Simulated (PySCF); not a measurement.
## I: ionisation energy

I [Kr] 4d10 5s2 5p5 (2P) → I⁺ [Kr] 4d10 5s2 5p4 (3P), as a difference of total energies. Calculation: PySCF 2.14, in aug-cc-pVTZ-DK3; the spin-free X2C one-electron Hamiltonian (Gaussian nucleus). Correlated levels: valence: [Kr] 4d10 frozen. The calculations carry no spin-orbit coupling.

| method | ionisation energy (eV) |
| --- | --- |
| UHF | 9.547 |
| LDA | 10.808 |
| PBE | 10.513 |
| PBE0 | 10.536 |
| r2SCAN | 10.540 |
| TPSSh | 10.541 |
| r2SCANh | 10.544 |
| M06-L | 10.327 |
| B3LYP | 10.640 |
| MP2 (valence) | 10.289 |
| SCS-MP2 (valence) | 10.291 |

Question: How much does correlation contribute at MP2 (valence)?

Answer: 10.289 − (9.547) = 0.742 eV, measured against UHF.

A first-order spin-orbit estimate (lowest level to lowest level, LS coupling) adds -0.037 eV.

Errors of the correlated levels include the incompleteness of this basis and the frozen core.

For comparison: 10.451 eV (measured; NIST Atomic Spectra Database, ionization energies).
